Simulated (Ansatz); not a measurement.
Relaxed structures of AlBH₃SO (charge -1), closed shell (PBE0-D4/def2-TZVPD; forces vanish, vibrations not checked; lower isomers may exist, and structures with a doubtful reference or unclear bonds are left out; Å). Computed with Ansatz 0.2.0 (basis: def2-TZVPPD); correlated methods freeze the cores.

Q: Rank them by CCSD(T) energy, lowest first, and give each one's height above the lowest. Links in brackets join atoms within 1.22 times the sum of their covalent radii (1.1 for two metals). (To be estimated.)
A.
AlBH₃SO ([AlH][O]1[BH2][S]1), total charge -1
```
7
angstrom
B -0.7184 0.8067 -0.3798
Al 1.6317 -0.5167 1.3477
O 0.2364 -0.1944 0.1512
S -0.7614 -0.9820 -1.0799
H -1.6232 1.1070 0.3592
H -0.2438 1.6465 -1.1040
H 1.8215 -2.1316 0.9312
```
B.
AlBH₃SO ([BH2][Al]([OH])[S]), total charge -1
```
7
angstrom
B -0.6821 1.3486 -0.1455
Al 0.1411 -0.5964 -0.0867
O 1.4442 -0.8562 1.0458
S -0.6811 -2.0191 -1.3868
H -1.6625 1.6803 0.4804
H -0.3322 2.2004 -0.9299
H 1.7725 -1.7578 1.0227
```
C.
AlBH₃SO ([BH2][Al]([O])[SH]), total charge -1
```
7
angstrom
B -0.7145 1.3560 -0.1940
Al -0.0102 -0.6557 -0.1484
O 1.1966 -1.1812 0.8237
S -1.1692 -1.9538 -1.6288
H -1.5683 1.7897 0.5457
H -0.2325 2.2248 -0.8847
H -0.4597 -3.0471 -1.2988
```

A: By the calculation: B (0.0 kJ/mol), C (126.2 kJ/mol), A (225.0 kJ/mol). Heights count from the lowest.

T1 diagnostic: at most 0.022. The restricted Hartree–Fock reference is unstable towards an unrestricted one at one or more of these structures.

For scale, one of the runs: CCSD(T)/def2-TZVPPD, 227 basis functions, launched by `ansatz run in.yaml --threads 2 --pin off --events-out ev --progress --plain --max-ram 4352MiB`. The run took 88 s on 2 CPU threads of an Arm Neoverse V2 (shared host), with 3.5 GiB of host memory at its peak.
